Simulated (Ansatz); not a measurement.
C$_{6}$H$_{11}$, doublet, at a GFN2-xTB geometry. Base run: SVWN5/STO-3G (Ansatz, a quantum-chemistry and plane-wave program).

Here is a job for Ansatz.
Ansatz 0.2 input:
```yaml
crystal:
  periodic: [false, false, false]
  atoms:
    - {symbol: C, position_ang: [0.19478157, -1.25324961, 0.66510359]}
    - {symbol: C, position_ang: [1.29355223, -0.65266075, -0.11539714]}
    - {symbol: C, position_ang: [1.20459504, 0.89197226, -0.14572493]}
    - {symbol: C, position_ang: [-0.24522720, 1.38706484, -0.06610315]}
    - {symbol: C, position_ang: [-1.22077647, 0.33666712, -0.59021356]}
    - {symbol: C, position_ang: [-1.19894589, -0.87088281, 0.34556464]}
    - {symbol: H, position_ang: [0.38770307, -1.97963011, 1.43349995]}
    - {symbol: H, position_ang: [2.26421590, -0.96103143, 0.27476890]}
    - {symbol: H, position_ang: [1.23693489, -1.00504949, -1.15640594]}
    - {symbol: H, position_ang: [1.76993495, 1.29982118, 0.69345874]}
    - {symbol: H, position_ang: [1.67390457, 1.25243034, -1.06302263]}
    - {symbol: H, position_ang: [-0.35038401, 2.31576577, -0.62985473]}
    - {symbol: H, position_ang: [-0.50361772, 1.60067580, 0.97347952]}
    - {symbol: H, position_ang: [-2.22943140, 0.75097965, -0.64284780]}
    - {symbol: H, position_ang: [-0.92966226, 0.03724000, -1.59851942]}
    - {symbol: H, position_ang: [-1.74394039, -1.71069273, -0.11367362]}
    - {symbol: H, position_ang: [-1.74353349, -0.63397547, 1.26974055]}
basis:
  gaussian:
    orbitals: STO-3G
hamiltonian:
  xc: {name: SVWN5}
magnetization: {spin_polarized: true, initial_magnetization: 1}
```

Variants of this job, named by their change:

| change | ΔE vs base (mEh) |
|---|---|
| base | 0.000 |
| final_grid = 6, 12, 29 | 0.001 |
| lower_state_search = full | 0.000 |
| final_grid = 4, 8, 17 | -0.031 |
| fitting.mean_field = cc-pVTZ-JKFIT | -0.262 |
| accuracy = high | 0.004 |
| lower_state_search = off | 0.000 |
| fitting.mean_field = def2-universal-JKFIT | -1.887 |
| point_charge = charge:0.5 position_ang:2.9212, -3.9229, 2.4693 | -0.747 |
| point_charge = charge:1.0 position_ang:3.0754, 3.0417, -3.5065 | -0.839 |
| final_grid = 14, 28, 59 | -0.001 |
